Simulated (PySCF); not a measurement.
**`InChI=1S/C4H12O2Si/c1-3(5)4(7)6-2/h3-5H,1-2,7H3/t3-,4+/m0/s1`**

Geometry:
```csv
atom,x (Å),y (Å),z (Å)
C1,-1.974,-1.583,-0.133
O2,-1.357,-0.554,-0.858
C3,-0.485,0.265,-0.100
Si4,-0.287,1.851,-1.155
C5,0.897,-0.358,0.106
C6,1.463,-0.054,1.490
O7,1.708,0.202,-0.911
H8,-2.575,-1.178,0.692
H9,-1.246,-2.290,0.284
H10,-2.624,-2.110,-0.829
H11,-0.945,0.466,0.877
H12,0.030,1.504,-2.529
H13,-1.599,2.512,-1.100
H14,0.695,2.739,-0.529
H15,0.847,-1.450,-0.039
H16,1.498,1.024,1.638
H17,2.472,-0.454,1.590
H18,0.840,-0.497,2.262
H19,2.633,-0.026,-0.765
```

The calculation used TDDFT LC-wPBE/def2-SVPD circular dichroism and optical rotation, one conformer, gas phase in PySCF 2.14.0. Geometry: GFN2-xTB.

The molecule is flexible and this is one conformer; a measurement averages over conformers.

(1) Draw the ECD and absorption spectra from the lowest 8 states, each a Gaussian of half-width 0.3 eV at 1/e height.

Answers

(1) 
```csv
E (eV),λ (nm),Δε (L mol⁻¹ cm⁻¹),ε (L mol⁻¹ cm⁻¹)
7.15,173,+0.31,32
7.25,171,+0.93,90.1
7.35,169,+2.26,205
7.45,166,+4.50,379
7.55,164,+7.25,568
7.65,162,+9.41,694
7.75,160,+9.70,694
7.85,158,+7.70,575
7.95,156,+4.23,405
8.05,154,+0.65,270
8.15,152,-2.40,248
8.25,150,-5.42,447
8.35,149,-9.26,1060
8.45,147,-14.06,2320
8.55,145,-18.93,4280
8.65,143,-22.60,6490
8.75,142,-24.12,8070
```
Δε uses R in velocity form, ε uses f in length form. Only the states computed contribute, so the short-wavelength end is incomplete.
